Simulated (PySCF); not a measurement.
Be(NH2)(SiH3) (BeH5NSi), SMILES [Be]([NH2])[SiH3]. Atoms are numbered in the order given.

```xyz
8

Be     0.6043     0.0795    -0.5259
N      1.7190     0.2427    -1.5201
H      2.3681    -0.4812    -1.7942
H      1.9358     1.0944    -2.0182
Si    -1.0272    -0.1452     0.9086
H     -1.8530    -1.3575     0.6515
H     -1.9646     1.0119     0.8688
H     -0.5562    -0.2510     2.3168
```
Charge 0, spin multiplicity 1.

Geometry: TPSSh-D3(BJ)/def2-TZVP. Other conformers were not sampled.

Method: IEF-PCM-B3LYP/def2-SVP (PySCF).

The values are the electrostatic part of the solvation free energy, E(continuum) − E(gas) at the gas-phase geometry, in a cavity of scaled van der Waals radii (PySCF's table); cavitation and dispersion terms are not included. A continuum can't describe solvent molecules that bind to the metal. In vacuum the orbital gap is 6.39 eV. The dipole moment in vacuum is 2.55 D.

Task: Estimate the values in water (ε = 78.36), ethylethanoate (ε = 5.99), 2-propanol (ε = 19.26). (Estimate from the structure and the level; the computed values follow.)

Result: 
```json
[
 {"solvent": "water", "ε": "78.36", "ΔG(elec) (kcal/mol)": "-4.3", "dipole (D)": "3.20", "gap (eV)": "6.48"},
 {"solvent": "ethylethanoate", "ε": "5.99", "ΔG(elec) (kcal/mol)": "-3.3", "dipole (D)": "3.05", "gap (eV)": "6.44"},
 {"solvent": "2-propanol", "ε": "19.26", "ΔG(elec) (kcal/mol)": "-4.1", "dipole (D)": "3.16", "gap (eV)": "6.47"}
]
```
